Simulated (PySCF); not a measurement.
One of the candidates below gave these computed data.

All candidates are C6H13OP.

- Valence photoelectron: vertical ionisation energy: 9.41 eV [ΔSCF CAM-B3LYP/def2-SVPD]
- NMR, other nuclei: isotropic shieldings of nuclei other than C and H, by class: 257 (1 O), 287 (1 P) ppm [GIAO PBE/pcSseg-1]
- Rotational structure: rotational constants A, B, C: 2.240, 1.426, 1.142 GHz [PBE0-D3(BJ)/def2-SVP]
- Polarisability: 99.0 au [CAM-B3LYP/def2-SVPD]
- 1H NMR: chemical shifts (computed TMS as zero) by class: 6.80 (1 H), 6.46 (1 H), 6.24 (1 H), 1.26 (1 H), 1.24 (3 H), 1.19 (3 H), 1.06 (3 H) ppm [GIAO PBE/pcSseg-1]
- UV, first state: lowest singlet excitation: 6.09 eV (204 nm, f = 0.005) [TDDFT CAM-B3LYP/def2-SVPD]
- 13C NMR: chemical shifts (computed TMS as zero) by class: 142.6 (1 C), 141.9 (1 C), 34.0 (1 C), 17.2 (1 C), 16.3 (1 C), 16.2 (1 C) ppm [GIAO PBE/pcSseg-1]

Gas-phase values; electronic properties from PySCF, density fitting. Levels stand in brackets. Geometry: PBE0-D3(BJ)/def2-SVP, one conformer, isolated molecule. NMR values are class means; diastereotopic atoms form classes of their own.

Question: Which candidate is it?
A. `C[P@@H](=O)C1CCCC1`
B. `C[C@@H]1CC[P@@H](=O)[C@@H]1C`
C. `C[C@H]1CC[P@H](=O)CC1`
D. `C=C[P@@](C)(=O)C(C)C`

Answer: D. It is `C=C[P@@](C)(=O)C(C)C`. Numbering: `[CH2:1]=[CH:2][P@@:3]([CH3:4])(=[O:5])[CH:6]([CH3:7])[CH3:8]`. 6 carbons fall into 6 classes; from least to most shielded: terminal =CH2 carbon [C1] (142.6 ppm), alkene CH carbon [C2] (141.9 ppm), sp3 carbon bound to phosphorus [C6] (34.0 ppm), methyl carbon [C7] (17.2 ppm), methyl carbon [C8] (16.3 ppm), sp3 carbon bound to phosphorus [C4] (16.2 ppm). Hydrogen classes from least to most shielded: 1 H on a terminal =CH2 carbon, C1 (6.80 ppm), 1 H on a terminal =CH2 carbon, C1 (6.46 ppm), 1 H on an alkene CH carbon, C2 (6.24 ppm), 1 H on an sp3 carbon bound to phosphorus, C6 (1.26 ppm), 3 H on an sp3 carbon bound to phosphorus, C4 (1.24 ppm, a mean of values up to 0.7 ppm apart in this geometry), 3 H on a methyl carbon, C8 (1.19 ppm, a mean of values up to 0.6 ppm apart in this geometry), 3 H on a methyl carbon, C7 (1.06 ppm, a mean of values up to 0.6 ppm apart in this geometry). The other shieldings belong to: 257 ppm, phosphoryl oxygen [O5]; 287 ppm, phosphoryl phosphorus [P3]. The first electron is taken from the HOMO, whose largest Löwdin shares are 0.56 on the phosphoryl oxygen, 0.14 on the phosphoryl phosphorus, 0.13 on an sp3 carbon bound to phosphorus and 0.05 on an sp3 carbon bound to phosphorus. The optimised geometry has point group C1 and is an asymmetric top.

The others, at the same levels:
- `C[C@@H]1CC[P@@H](=O)[C@@H]1C` fails: its computed lowest singlet excitation is 6.88 eV (180 nm, f = 0.013) (against 6.09 eV), static isotropic polarisability is 94.2 au (against 99.0 au) and rotational constant A is 2.621 GHz (against 2.240 GHz).
- `C[C@H]1CC[P@H](=O)CC1` fails: it has 4 carbon classes against 6; its computed 13C shifts are 36.8 (1 C), 35.0 (2 C), 33.3 (2 C), 24.7 (1 C) ppm, 1H shifts are 7.28 (1 H), 1.91 (2 H), 1.72 (2 H), 1.51 (2 H), 1.13 (1 H), 1.06 (2 H), 0.89 (3 H) ppm and rotational constant A is 3.715 GHz (against 2.240 GHz).
- `C[P@@H](=O)C1CCCC1` fails: its computed 13C shifts are 46.0 (1 C), 30.5 (1 C), 28.4 (1 C), 27.1 (1 C), 26.7 (1 C), 14.7 (1 C) ppm, 1H shifts are 7.03 (1 H), 2.75 (1 H), 1.73 (1 H), 1.73 (1 H), 1.69 (1 H), 1.64 (1 H), 1.64 (1 H), 1.57 (1 H), 1.46 (1 H), 1.17 (1 H), 1.14 (3 H) ppm and lowest singlet excitation is 7.21 eV (172 nm, f = 0.017) (against 6.09 eV).

Each candidate is one conformer, not necessarily the lowest. The conformers computed, where there is a choice (atom-mapped SMILES and torsion angles):
- `[CH2:1]=[CH:2][P@@:3]([CH3:4])(=[O:5])[CH:6]([CH3:7])[CH3:8]`: C1–C2–P3–C4 -124°, C2–P3–C6–C7 -66°

The conformers of `C[C@@H]1CC[P@@H](=O)[C@@H]1C`, `C[C@H]1CC[P@H](=O)CC1` and `C[P@@H](=O)C1CCCC1` aren't listed.
